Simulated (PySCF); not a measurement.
Dipole moment and polarisability of `CC#CC1C(=O)C=CC1=O`

Species: C₈H₆O₂.
Cartesian coordinates in Å at the GFN2-xTB level; atoms count from 1:
```xyz
16
C8H6O2 angstrom
C      3.2212    0.3196   -0.2252
C      1.8494    0.0456    0.1341
C      0.7199   -0.1938    0.4571
C     -0.6663   -0.4615    0.8045
C     -1.4481    0.8497    0.7375
O     -1.4300    1.7412    1.5412
C     -2.2402    0.7935   -0.5147
C     -2.1556   -0.4102   -1.0858
C     -1.2898   -1.3193   -0.2962
O     -1.1167   -2.4928   -0.4804
H      3.3901    1.3957   -0.2494
H      3.8933   -0.1288    0.5053
H      3.4368   -0.0970   -1.2086
H     -0.7142   -0.9326    1.7896
H     -2.8123    1.6388   -0.8569
H     -2.6449   -0.7393   -1.9865
```

Level: PBE0/def2-SVPD (PySCF), static field, nuclei fixed, core orbitals frozen in the response. The polarisability tensor in these axes (au):

```
x   111.52  -0.17   1.84
y    -0.17  97.28  11.33
z     1.84  11.33  79.17
```

Question: Diagonalise the tensor; give its mean and Δα, where Δα² is half the sum of the squared differences of the eigenvalues.

Answer: Principal values 73.65, 102.68 and 111.65 au; mean 95.99 au = 14.22 Å³ = 15.83 × 10⁻⁴⁰ C²·m²/J; Δα = 34.41 au (36 % of the mean).

Question: What is the dipole moment, and where does it point?

Answer: (0.05, 0.97, -2.02) D, 2.25 D in size, pointing from the negative to the positive side. Measured along this direction, the outermost atoms are H14 at the negative end and H15 and H16 at the positive end.

Question: In TDDFT the mean static polarisability is Σ f/ω² over all singlet excitations (ω in hartree). How much of it do the 6 lowest give? Their energies (eV) and oscillator strengths: 2.81, 0.0029; 3.46, 0.0001; 4.18, 0.0002; 4.23, 0.0060; 4.96, 0.0001; 5.60, 0.0273.

Answer: They add up to 1.18 au, 1.2 % of the 95.99 au; the largest single term is 0.64 au, from the state at 5.60 eV. Terms in order: 0.27, 0.00, 0.01, 0.25, 0.00, 0.64 au. Higher excitations give the rest. The strengths listed sum to 0.037.

Question: Estimate the molar refractivity from the static electronic polarisability.

Answer: Lorentz–Lorenz: R = (4π/3)N_A α = 2.5225 cm³/(mol·Å³) × 14.22 Å³ = 35.9 cm³/mol, in the limit of long wavelengths.

Question: Directions of the eigenvectors, and the extent of the frame along each?

Answer: Largest value along (1.00, 0.05, 0.07), where the nuclei span 6.72 Å; middle along (-0.07, 0.90, 0.43), 4.70 Å; least along (-0.05, -0.43, 0.90), 3.40 Å. The response follows the extents in order.

One conformer (not necessarily the lowest) at the GFN2-xTB geometry, without solvent, vibrations or thermal averaging.
